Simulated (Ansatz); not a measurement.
Te(OH)(GeH3) (GeH4OTe), SMILES O[Te][GeH3].

Geometry: PBE0-D3(BJ)/def2-SVP. The structure was generated by enumeration, and PubChem lists no compound with its InChIKey, so it may never have been made. The def2 effective core potentials stand for the cores of Te; spin–orbit coupling is left out. One conformer was computed; it need not be the lowest.

Two levels are set side by side: PBE/def2-SVPD (Ansatz, a first-principles code) and CAM-B3LYP/def2-SVPD (Ansatz). Energy differences of separate SCF runs at the same geometry; the states with an electron removed or added have multiplicity 2 and 2. Differences are taken from unrounded values.

| quantity | PBE |
|---|---|
| vertical ionisation energy (eV) | 8.34 |
| vertical electron affinity (eV) | 0.48 |
| vertical singlet–triplet gap (eV) | 2.22 |

Question: These are the PBE values. What does CAM-B3LYP give? (The exact figures need the calculation; the answer reports its results.)

Answer: 
| quantity | CAM-B3LYP | PBE minus CAM-B3LYP |
|---|---|---|
| vertical ionisation energy (eV) | 8.56 | -0.22 |
| vertical electron affinity (eV) | 0.39 | 0.09 |
| vertical singlet–triplet gap (eV) | 2.36 | -0.14 |
